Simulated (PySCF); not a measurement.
EPR parameters of C6H10ClO

C6H10ClO (doublet state).
Structure used (GFN2-xTB), in Å, numbered top down from 1:
```
atom  x, y, z in Å
C1    -1.3230    1.4601    0.1453
C2    -1.2551    0.2069   -0.6297
C3    -2.4955   -0.6646   -0.4242
C4     0.0168   -0.5867   -0.2893
O5     1.1302    0.1451   -0.7770
C6     2.3730   -0.2563   -0.4887
C7     3.4365    0.5136   -0.6653
Cl8    2.5695   -1.8863    0.1013
H9    -0.4243    1.9974    0.3721
H10   -2.2702    1.8906    0.4017
H11   -1.1769    0.4466   -1.7054
H12   -2.4448   -1.5596   -1.0397
H13   -3.3908   -0.1106   -0.6933
H14   -2.5755   -0.9643    0.6182
H15   -0.0184   -1.5747   -0.7657
H16    0.0974   -0.7224    0.7959
H17    3.3154    1.5184   -1.0230
H18    4.4271    0.1529   -0.4745
```

The hyperfine couplings belong to this conformer and change with its torsions.

The species is `[CH2][C@H](C)COC(=C)Cl` [radical].

Method: PySCF 2.14.0, UKS B3LYP, pcH-1 on C Cl H O, non-relativistic, mean-field spin-orbit, GIAO. The structure is a single GFN2-xTB conformer in the gas phase; no vibrational or solvent corrections. GFN2-xTB frequencies show an imaginary mode (24i cm⁻¹), so this geometry is no minimum at that level. Couplings are sensitive to structure, and on GFN2-xTB geometries they can be far from those on DFT ones. The SCF solution wasn't tested for stability.

```json
{
  "g1, g2, g3": "2.00219, 2.00276, 2.00278",
  "g_iso": "2.00258",
  "Form of g": "close to axial: the two nearest values differ by 4 % of g3 − g1",
  "⟨S²⟩": "0.7535 (exact 0.7500)",
  "HOMO–LUMO gap, α and β orbitals": "6.12, 4.65 eV"
}
```

Hyperfine couplings atom by atom, in MHz; T1 to T3 are the principal values of the dipolar part; ρ(0) is the spin density at the nucleus:

```csv
atom,isotope,a_iso,of which spin–orbit,T1,T2,T3,Mulliken spin population,ρ(0) (bohr⁻³)
C1,13C,89.1,-0.1,-81.1,-80.5,161.6,1.08,0.0793
C2,13C,-32.9,0.0,-2.2,0.2,2.0,-0.08,-0.0293
C3,13C,18.5,0.0,-1.8,-1.4,3.2,0.01,0.0164
C4,13C,31.8,0.0,-2.7,-2.6,5.3,0.01,0.0283
O5,17O,0.7,0.0,-0.6,0.1,0.5,0.00,-0.0012
C6,13C,0.8,0.0,-0.3,-0.2,0.5,0.00,0.0007
C7,13C,0.1,0.0,-0.2,0.0,0.3,0.00,0.0000
Cl8,35Cl,0.1,0.0,-0.1,0.0,0.1,0.00,0.0001
H9,1H,-62.5,0.0,-39.2,-0.2,39.4,-0.05,-0.0140
H10,1H,-63.4,0.0,-39.4,0.0,39.4,-0.05,-0.0142
H11,1H,136.6,0.0,-6.1,-3.0,9.1,0.06,0.0305
H12,1H,-0.2,0.0,-2.0,-1.7,3.7,0.00,0.0000
H13,1H,-1.6,0.0,-3.0,-2.9,5.9,0.00,-0.0003
H14,1H,-2.1,0.0,-4.0,-2.6,6.6,0.00,-0.0005
H15,1H,4.7,0.0,-2.1,-1.9,4.0,0.00,0.0011
H16,1H,-2.4,0.0,-4.9,-2.4,7.4,0.00,-0.0005
H17,1H,-0.1,0.0,-0.7,-0.6,1.3,0.00,0.0000
H18,1H,-0.1,0.0,-0.4,-0.4,0.8,0.00,0.0000
```

The Mulliken spin populations are largest on C1 (+1.08) and C2 (-0.08). No atom but C1 exceeds +0.15. The positive populations add up to 1.17 and the negative ones to -0.17, together 2S = 1. The angles at C1 add up to 359.7°, so it is planar; its axial dipolar tensor and the negative couplings of its protons fit spin in a p orbital normal to that plane.

Under fast tumbling the dipolar parts average out, and these isotropic splittings remain: 1 × 1H (H11, I = 1/2, 2 lines) with 4.87 mT, 2 × 1H (H9/H10, I = 1/2, 3 lines) with 2.25 mT, 1 × 1H (H15, I = 1/2, 2 lines) with 0.17 mT, 1 × 1H (H16, I = 1/2, 2 lines) with 0.08 mT and 3 × 1H (H12/H13/H14, I = 1/2, 4 lines) with 0.05 mT.

Nuclei that the bonding pattern makes equivalent are averaged, as if the motion that swaps them (rotation, inversion, ring flip) were fast.

The 13C coupling of C1 (89.1 MHz) shows only in satellite lines or after enrichment, since that isotope makes up about 1.07 % of natural carbon.
